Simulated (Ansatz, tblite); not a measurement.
Removing and adding an electron: `C[Si](C)(C)C#Cc1sc(-c2sc(-c3sc(-c4sc(-c5sc(-c6sc(C#C[Si](C)(C)C)c7c6OCCO7)c6c5OCCO6)c5c4OCCO5)c4c3OCCO4)c3c2OCCO3)c2c1OCCO2`. Charge 0, multiplicity 1. Geometry: r2SCAN-D4/def2-SVP. Ansatz, gas phase; energy differences of separate SCF runs; the oxidised species was run as a doublet alone; the reduced species was run as a doublet alone.

```xyz
108

C    -5.998    7.876    9.250
Si   -4.452    7.117   10.008
C    -2.927    8.048    9.422
C    -4.564    7.158   11.885
C    -4.317    5.363    9.476
C    -4.222    4.185    9.129
C    -4.116    2.853    8.720
S    -3.683    2.416    7.076
C    -3.755    0.704    7.419
C    -3.450   -0.268    6.410
S    -2.227    0.040    5.196
C    -2.514   -1.486    4.388
C    -1.779   -1.854    3.214
S    -1.311   -0.647    2.033
C    -0.474   -1.821    1.035
C     0.178   -1.471   -0.186
S     0.957   -2.657   -1.222
C     1.410   -1.440   -2.406
C     2.131   -1.753   -3.598
S     2.575   -0.538   -4.782
C     3.338   -1.716   -5.832
C     3.930   -1.325   -7.079
S     3.208   -0.087   -8.079
C     4.459   -0.222   -9.302
C     4.468    0.580  -10.447
C     4.467    1.289  -11.455
Si    4.481    2.326  -12.972
C     2.714    2.525  -13.585
C     5.532    1.459  -14.268
C     5.212    4.012  -12.566
C     5.373   -1.207   -8.933
C     5.082   -1.818   -7.683
O     5.895   -2.750   -7.124
C     6.761   -3.341   -8.087
C     7.426   -2.272   -8.933
O     6.456   -1.536   -9.676
C     3.253   -2.985   -5.271
C     2.586   -3.000   -4.019
O     2.382   -4.141   -3.306
C     2.546   -5.310   -4.105
C     3.798   -5.204   -4.953
O     3.696   -4.119   -5.870
C     0.969   -0.188   -1.989
C     0.283   -0.205   -0.754
O    -0.229    0.917   -0.182
C    -0.317    1.999   -1.107
C     0.964    2.123   -1.908
O     1.177    0.953   -2.698
C    -0.592   -3.084    1.609
C    -1.311   -3.107    2.832
O    -1.460   -4.239    3.567
C    -0.567   -5.269    3.157
C    -0.546   -5.394    1.646
O    -0.041   -4.199    1.058
C    -3.497   -2.200    5.063
C    -4.023   -1.517    6.198
O    -5.046   -2.014    6.937
C    -5.732   -3.074    6.277
C    -4.748   -4.044    5.652
O    -3.983   -3.394    4.644
C    -4.114    0.495    8.747
C    -4.331    1.700    9.471
O    -4.681    1.716   10.778
C    -5.103    0.436   11.243
C    -4.162   -0.646   10.752
O    -4.190   -0.729    9.331
H    -5.957    7.841    8.149
H    -6.903    7.335    9.569
H    -6.106    8.932    9.552
H    -2.975    9.109    9.722
H    -2.836    8.010    8.325
H    -2.009    7.614    9.850
H    -5.442    6.597   12.242
H    -3.669    6.710   12.345
H    -4.651    8.196   12.249
H     2.081    3.007  -12.823
H     2.265    1.547  -13.825
H     2.683    3.147  -14.496
H     5.576    2.051  -15.198
H     5.120    0.467  -14.514
H     6.564    1.314  -13.908
H     5.234    4.656  -13.461
H     4.619    4.525  -11.792
H     6.243    3.916  -12.190
H     7.512   -3.916   -7.526
H     6.186   -4.032   -8.733
H     7.997   -1.582   -8.283
H     8.111   -2.719   -9.668
H     1.661   -5.443   -4.756
H     2.611   -6.159   -3.410
H     4.683   -5.061   -4.303
H     3.940   -6.113   -5.556
H    -0.498    2.907   -0.513
H    -1.174    1.837   -1.788
H     1.823    2.271   -1.227
H     0.911    2.969   -2.608
H    -0.924   -6.199    3.623
H     0.454   -5.050    3.527
H    -1.569   -5.592    1.271
H     0.119   -6.209    1.326
H    -6.396   -2.660    5.494
H    -6.348   -3.572    7.040
H    -4.074   -4.451    6.430
H    -5.274   -4.876    5.162
H    -5.109    0.488   12.341
H    -6.130    0.231   10.886
H    -4.465   -1.632   11.131
H    -3.132   -0.430   11.096
```

The xTB rows come from tblite. Single mean-field runs in def2-SVP are fitted with def2-universal-jkfit.

| level | −HOMO (eV) | vertical IE (eV) | −LUMO (eV) | vertical EA (eV) | HOMO–LUMO gap (eV) | IE − EA (eV) | remarks |
| --- | --- | --- | --- | --- | --- | --- | --- |
| GFN1-xTB | 9.66 | 10.87 | 8.20 | 7.04 | 1.46 | 3.83 | – |
| GFN2-xTB | 9.06 | 10.25 | 7.66 | 6.49 | 1.40 | 3.76 | – |
| PBE-D4/def2-SVP | 3.69 | 4.91 | 2.20 | 1.13 | 1.49 | 3.78 | HOMO above zero (-1 doublet) |
| PBE0-D4/def2-SVP | 4.50 | 5.33 | 1.78 | 1.05 | 2.72 | 4.28 | – |

   A HOMO above zero means that the electron is unbound at that level or that self-interaction error raises the level; the energy of removing that electron tells which. Raw xTB energy differences between charge states are shifted by several eV; the methods need an empirical correction for them. Sets without diffuse functions give affinities that are too small.
